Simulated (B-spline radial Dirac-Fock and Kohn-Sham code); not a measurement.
Binding energies of Pb³⁺ at several levels of theory

System: lead as Pb³⁺ in the configuration [Xe] 4f14 5d10 6s1.

The density-functional columns are spherical, spin-unpolarised Dirac-Kohn-Sham results without Breit or QED terms: −ε is minus the orbital energy of the initial state and ΔSCF the difference of two total energies. The reference in the last column comes from Dirac-Fock ΔSCF + Breit + QED. All numbers are from a radial B-spline solver, in eV; a selection of levels is shown. For the 1s level of heavy atoms much of the gap between ΔSCF and the reference is the Breit and QED part, -493.9 eV here; for other levels the error of the functional can be larger.

| level | LDA −ε | LDA ΔSCF | PBE −ε | PBE ΔSCF | Dirac-Fock |
| --- | --- | --- | --- | --- | --- |
| K | 87877.8 | 88521.4 | 87946.4 | 88592.3 | 88037.4 |
| L1 | 15731.0 | 15852.1 | 15741.3 | 15862.0 | 15905.1 |
| L2 | 15120.0 | 15276.8 | 15124.8 | 15281.5 | 15237.0 |
| L3 | 12933.0 | 13062.6 | 12935.5 | 13064.9 | 13072.6 |
| M1 | 3797.5 | 3834.2 | 3800.2 | 3836.7 | 3895.6 |
| M2 | 3519.3 | 3558.9 | 3520.3 | 3559.8 | 3597.1 |
| M3 | 3031.5 | 3066.7 | 3031.9 | 3067.0 | 3109.2 |
| M4 | 2569.7 | 2612.0 | 2569.4 | 2611.7 | 2624.5 |
| M5 | 2465.8 | 2506.6 | 2465.4 | 2506.1 | 2522.4 |
| N1 | 881.2 | 898.6 | 882.5 | 899.9 | 937.0 |
| N2 | 760.6 | 777.9 | 761.1 | 778.4 | 807.6 |
| N3 | 640.9 | 657.2 | 641.5 | 657.8 | 687.4 |
| N4 | 443.2 | 459.4 | 443.1 | 459.3 | 476.6 |
| N5 | 420.8 | 436.7 | 420.8 | 436.7 | 454.1 |
| N6 | 164.6 | 180.2 | 164.0 | 179.6 | 178.9 |
| N7 | 159.5 | 175.0 | 159.0 | 174.5 | 174.0 |
| O2 | 131.3 | 140.8 | 130.8 | 140.4 | 145.8 |
| O3 | 108.7 | 117.7 | 108.5 | 117.5 | 123.6 |
| O4 | 51.29 | 59.16 | 51.01 | 58.88 | 57.47 |
| O5 | 48.61 | 56.31 | 48.35 | 56.05 | 54.85 |
| P1 | 37.94 | 43.16 | 37.45 | 42.67 | 40.51 |

Q: Order the estimates of the K (1s) level by their distance from the Dirac-Fock value, nearest first.
A. PBE ΔSCF
B. LDA −ε
C. PBE −ε
D. LDA ΔSCF

A: C (91.0 eV), B (159.6 eV), D (484.0 eV), A (554.9 eV).

An eigenvalue near the reference for a deep level is a cancellation of errors: it lacks relaxation, carries self-interaction and omits Breit and QED terms.

For the outermost level NIST gives 42.33256 eV (measured); the differences from it are LDA −ε -4.39, LDA ΔSCF +0.83, PBE −ε -4.88, PBE ΔSCF +0.34, Dirac-Fock -1.82 eV.

Values without a named source are computed, but for edge energies of neutral atoms, which are taken from tables.
